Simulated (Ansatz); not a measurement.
Compare A (`CO[SiH](O)O`) with its isomer B (`O[SiH2]C(O)O`).

Computed with Ansatz on PBE0-D4/def2-TZVP structures; ΔE is electronic, products minus reactants. CBS: MP2 limit from def2 TZ/QZ plus the TZ coupled-cluster correction, frozen cores. Functionals use def2-TZVPP. B3LYP here is the variant with VWN-RPA as its local correlation; programs differ in this. Each species was taken in one conformer, which may not be the lowest.

A:

```xyz
11

C     1.1049    0.2657   -1.3331
O    -0.1551   -0.0677   -0.7953
Si   -0.5589    0.1404    0.7760
O     0.2862   -0.7897    1.8154
O    -2.1409   -0.2539    0.8787
H     1.4123    1.2777   -1.0457
H     1.8742   -0.4386   -1.0014
H     1.0365    0.2219   -2.4213
H    -0.2589    1.5272    1.1857
H     0.0548   -1.7188    1.8660
H    -2.6551   -0.1642    0.0751
```

B:

Z-matrix (Å, degrees):
```
Si
C 1 1.902
O 1 1.653 2 106.1
H 1 1.481 2 110.3 3 -114.6
H 1 1.487 2 110.7 3 122.0
O 2 1.407 1 111.0 3 54.0
O 2 1.411 1 105.4 3 -67.2
H 2 1.097 1 113.4 3 171.5
H 3 0.960 1 115.6 2 68.1
H 6 0.964 2 108.1 1 -46.0
H 7 0.964 2 108.2 1 177.4
```

**Question.** Which is lower in electronic energy at CCSD(T)/CBS, and by how much? (Estimate.)

**Answer.** The calculation gave: A, by 299.2 kJ/mol.

**Question.** Give E(B) − E(A) in kJ/mol with CCSD/def2-TZVPP, B2PLYP, MP2/def2-TZVPP, PBE0-D4, HF/def2-TZVPP, CCSD(T)/def2-TZVPP, B3LYP-D4. (Estimate.)

**Answer.** The calculation gave: CCSD/def2-TZVPP 300.7, B2PLYP 300.5, MP2/def2-TZVPP 305.6, PBE0-D4 281.9, HF/def2-TZVPP 320.7, CCSD(T)/def2-TZVPP 296.2, B3LYP-D4 293.4. None reverses the order clearly.

Largest T1 diagnostic: 0.012.

From PBE to PBE0 (25 % exact exchange), in def2-TZVPP and without D4, E(B) − E(A) moves by +13.0 kJ/mol. In def2-TZVPP, CCSD(T) changes the Hartree–Fock value by −24.5 kJ/mol (the triples alone add −4.5 kJ/mol) and MP2 by −15.1 kJ/mol.
